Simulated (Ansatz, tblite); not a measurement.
Isomers of Sr$_{5}$S$_{6}$⁻ (doublet), found by a short tight-binding search and relaxed with PBE-D4/def2-SVP in Ansatz.

In the def2 sets Sr takes a core potential; there is no spin–orbit coupling. The xTB rows come from tblite.

Other spin states weren't relaxed.

A:

```xyz
11

Sr    3.3700    4.0358   -0.4247
Sr   -1.5860   -1.6802    2.2058
Sr    0.2750   -0.3589   -1.5834
Sr   -2.4028   -3.3087   -1.4912
Sr    1.1991    2.1400    2.0716
S     2.8624    4.4648    2.1047
S     1.8874    1.7774   -0.7768
S    -1.7806   -1.2209   -3.4009
S    -0.5017    0.4921    3.4466
S    -0.1504   -2.6938   -3.2203
S    -3.1723   -3.6475    1.0687
```

B:

Cartesian coordinates in Å:
```
Sr -1.631 0.096 1.675
Sr -0.236 3.199 -0.334
Sr 2.330 0.213 -0.012
Sr -0.842 -0.372 -2.004
Sr 0.348 -3.150 0.600
S -2.473 1.650 -0.555
S 1.579 -2.044 -1.572
S -2.123 -2.154 0.004
S 1.041 -1.026 2.374
S 1.228 1.758 -2.131
S 0.778 1.830 1.954
```

**Question.** Estimate which lies lowest at each level, and how far above it the others are (kcal/mol).

**Answer.** 
```
             level     A    B
          GFN1-xTB  81.5  0.0
          GFN2-xTB   6.7  0.0
   PBE-D4/def2-SVP  86.4  0.0
r2SCAN-D4/def2-SVP  89.2  0.0
  PBE0-D4/def2-SVP  87.6  0.0
```
Point groups (tolerance 0.1 Å): A not assigned, B C2v. Lower isomers may exist.
